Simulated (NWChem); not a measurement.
System: bromine (Br2); SMILES BrBr

Here is an NWChem input.

```
start job
memory heap 200 mb stack 900 mb global 1100 mb
geometry units angstroms noautosym nocenter noautoz
  Br     0.000000     0.000000     1.149184
  Br     0.000000     0.000000    -1.149184
end
basis spherical
  * library def2-svpd
end
dft
  xc xpbe96 cpbe96
  iterations 150
end
property
  response 1 0.0
end
task dft property
```

Geometry: optimised at PBE0/def2-SVP.

Static field.

Give the results of this calculation. (PBE/def2-SVPD.) Quantities: basis functions; isotropic polarisability (bohr³); anisotropy (bohr³).

The number of basis functions is 82, the isotropic polarisability (bohr³) comes out as 45.8 and the anisotropy (bohr³) comes out as 24.3.
